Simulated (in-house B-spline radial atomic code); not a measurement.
Mn⁷⁺. Computed with a B-spline radial atomic code. Model: all-electron spherical atom, spin shells full or empty, radial basis limit, no spin-orbit coupling, Breit or QED, empty-state partial waves extrapolated as (l+1/2)^-4, RPA, G0W0 and static COHSEX of the highest shell as one setting changes (uncorrelated shells keep exact exchange).

Empty levels are discrete states of a finite basis, so the steps are uneven.

Given: element Mn; charge 7; filled core Ne; hamiltonian one-electron scalar X2C; mean-field start PBE0; highest l of empty states 9; nuclear rms radius 3.7057 fm; lowest nl shells left uncorrelated 3; highest mean-field shell 3p; box radius 8.41 bohr.

Shell: 3s 1 1, 3p 3 3 (electrons up and down).

```
highest empty level kept (hartree)  RPA correlation energy (hartree)  G0W0 level (eV)  G0W0 minus most complete (meV)  COHSEX level (eV)  linearised minus solved G0W0 (meV)
                             21.33                          -0.44967          -195.58                           328.3            -198.78                                -6.8
                             42.67                          -0.47827          -195.76                           148.7            -199.37                                -7.1
                             74.67                          -0.49254          -195.85                            57.3            -199.64                                -7.3
                               128                           -0.4979          -195.89                            22.6            -199.73                                -7.3
                            213.33                          -0.50001           -195.9                             8.6            -199.78                                -7.4
                               384                          -0.50074          -195.91                             3.8            -199.79                                -7.4
                               640                          -0.50108          -195.91                             1.5             -199.8                                -7.4
                              1280                                 ?                ?                               ?                  ?                                   ?
                              2560                          -0.50129          -195.91                             0.1            -199.81                                -7.4
                            5333.3                                 ?                ?                               ?                  ?                                   ?
                             12800                           -0.5013          -195.91                               0            -199.81                                -7.4
                             42667                           -0.5013          -195.91                               0            -199.81                                -7.4
```

Task: What follows for highest empty level kept = 1280?

Result: RPA correlation energy -0.50124 hartree; G0W0 level -195.91 eV; G0W0 minus most complete 0.4 meV; COHSEX level -199.81 eV; linearised minus solved G0W0 -7.4 meV.

Task: What follows for highest empty level kept = 5333.3?

Result: RPA correlation energy -0.5013 hartree; G0W0 level -195.91 eV; G0W0 minus most complete 0 meV; COHSEX level -199.81 eV; linearised minus solved G0W0 -7.4 meV.
